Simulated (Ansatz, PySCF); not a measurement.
Gas-phase reaction in SMILES: C[Si](O)(O)O [trihydroxy(methyl)silane] + 3 [SiH4] (SiH4) -> C[SiH3] [methylsilane] + 3 O[SiH3]
Geometries: B3LYP-D3(BJ)/def2-TZVP minima from Ansatz (a first-principles code), one conformer each, not searched for the lowest. Frequencies are from Ansatz or PySCF.
Geometry of the first species:
```
Si
O 1 1.6421
H 2 0.9609 1 117.50
O 1 1.6430 2 109.40 3 -44.62
H 4 0.9603 1 116.73 2 134.43
O 1 1.6522 2 112.65 3 70.49
H 6 0.9599 1 118.42 2 58.92
C 1 1.8510 2 105.67 3 -166.37
H 8 1.0912 1 110.82 2 -178.04
H 8 1.0913 9 108.25 1 121.28
H 8 1.0921 9 108.23 10 116.50
```

Property: bond separation energy (0 K, with B3LYP-D3(BJ) harmonic zero-point energies), in eV. Valence correlation only, unless marked. No spin-orbit coupling. No relativistic terms. Basis-set limits of correlation are two-point, X^-3; Hartree-Fock from the larger set. [CCSD(T)-MP2]/basis is that difference in the basis named.

```json
[
 {"level": "PBE-D4/def2-TZVPD", "program": "Ansatz + dftd4", "bond separation energy (eV)": "0.94"},
 {"level": "revPBE-D4/def2-TZVPD", "program": "Ansatz + dftd4", "bond separation energy (eV)": "0.96"},
 {"level": "PBE0-D3(BJ)/def2-TZVPD", "program": "Ansatz + dftd3", "bond separation energy (eV)": "0.93"},
 {"level": "PBE0/def2-TZVP", "program": "Ansatz", "bond separation energy (eV)": "0.93"},
 {"level": "BHLYP-D3(BJ)/def2-TZVPD", "program": "Ansatz + dftd3", "bond separation energy (eV)": "0.90"},
 {"level": "BHLYP/def2-TZVPD", "program": "Ansatz", "bond separation energy (eV)": "0.87"},
 {"level": "r2SCAN0/def2-TZVPD", "program": "Ansatz", "bond separation energy (eV)": "0.96"},
 {"level": "CAM-B3LYP-D3(BJ)/def2-TZVPD", "program": "Ansatz + dftd3", "bond separation energy (eV)": "0.92"},
 {"level": "B2GP-PLYP/def2-TZVPD", "program": "Ansatz", "bond separation energy (eV)": "[?]"},
 {"level": "B2PLYP-D3(BJ)/def2-TZVPD", "program": "Ansatz + dftd3", "bond separation energy (eV)": "[?]"},
 {"level": "RPA@PBE/cc-pV(Q+d)Z", "program": "Ansatz", "bond separation energy (eV)": "[?]"},
 {"level": "SCS-MP2/cc-pV(D+d)Z", "program": "Ansatz", "bond separation energy (eV)": "0.94"},
 {"level": "CCSD/cc-pV(T+d)Z", "program": "Ansatz", "bond separation energy (eV)": "0.94"},
 {"level": "CCSD/cc-pwCVTZ", "program": "Ansatz", "bond separation energy (eV)": "0.94"},
 {"level": "RI-MP2/CBS(cc-pV(T+d)Z,cc-pV(Q+d)Z)+[CCSD(T)-MP2]/cc-pV(T+d)Z", "program": "Ansatz", "bond separation energy (eV)": "0.92"}
]
```

Task: Some entries are withheld; supply them.

Result: 
- B2GP-PLYP/def2-TZVPD, bond separation energy (eV): 0.88
- B2PLYP-D3(BJ)/def2-TZVPD, bond separation energy (eV): 0.89
- RPA@PBE/cc-pV(Q+d)Z, bond separation energy (eV): 0.86
